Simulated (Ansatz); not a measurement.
# Which is lower?

Two relaxed structures of CH₅GeN, closed shell (PBE0-D4/def2-TZVP; forces vanish, vibrations not checked).

A:

```json
{"atom": "N1", "x (Å)": "-0.4939", "y (Å)": "-0.5896", "z (Å)": "-0.5963"}
{"atom": "C2", "x (Å)": "-0.2980", "y (Å)": "0.1971", "z (Å)": "-1.5581"}
{"atom": "Ge3", "x (Å)": "0.5800", "y (Å)": "-0.4604", "z (Å)": "0.9204"}
{"atom": "H4", "x (Å)": "-0.9264", "y (Å)": "0.1254", "z (Å)": "-2.4541"}
{"atom": "H5", "x (Å)": "0.4754", "y (Å)": "0.9824", "z (Å)": "-1.5869"}
{"atom": "H6", "x (Å)": "-0.3416", "y (Å)": "-0.1768", "z (Å)": "2.1140"}
{"atom": "H7", "x (Å)": "1.2834", "y (Å)": "-1.8118", "z (Å)": "1.1026"}
{"atom": "H8", "x (Å)": "1.6139", "y (Å)": "0.6759", "z (Å)": "0.7449"}
```

B:

```
8
angstrom
N 0.5565 -0.3058 0.4164
C -0.0034 0.3115 -0.8155
Ge -1.7832 0.8051 -0.8747
H -1.9478 0.2597 0.6718
H 0.7630 0.3998 -1.5799
H -0.2522 -0.3351 1.0551
H 0.9057 -1.2590 0.2879
H 1.3020 0.2383 0.8582
```

Program: Ansatz 0.2.0. Basis: def2-TZVPP. Cores are frozen in the correlated methods. Filled d shells of the heavier atoms are correlated. The def2 sets are not built for correlating such inner shells, so the correlated values are less sure here. B3LYP uses VWN-RPA correlation.

Q: Which structure is lower at CCSD(T), and by how much? (An estimate is asked for; the value comes from the calculation.)

A: By the calculation: A, by 162.7 kJ/mol (electronic energy, against the other). By their contacts, A is CH₅GeN ([CH2][N][GeH3]) and B is CH₅GeN ([NH3][CH][GeH]).

All methods give the same order:

| method | E(B) − E(A) (kJ/mol) |
| --- | --- |
| PBE-D4 | 127.4 |
| r2SCAN-D4 | 147.9 |
| PBE0-D4 | 138.4 |
| B3LYP-D4 | 147.0 |
| wB97M-V | 147.9 |
| HF | 203.5 |
| MP2 | 162.5 |
| CCSD | 168.2 |
| CCSD(T) | 162.7 |

T1 diagnostic: at most 0.015.

Labels in which every atom is bracketed show which atoms are joined, not bond orders.

For scale, one of the runs: CCSD(T)/def2-TZVPP, 180 basis functions, launched by `ansatz run in.yaml --threads 2 --pin off --events-out ev --progress --plain --max-ram 4352MiB`. Hardware: 2 CPU threads of an Arm Neoverse V1, shared host. Wall time 68 s; peak host memory 1.8 GiB.
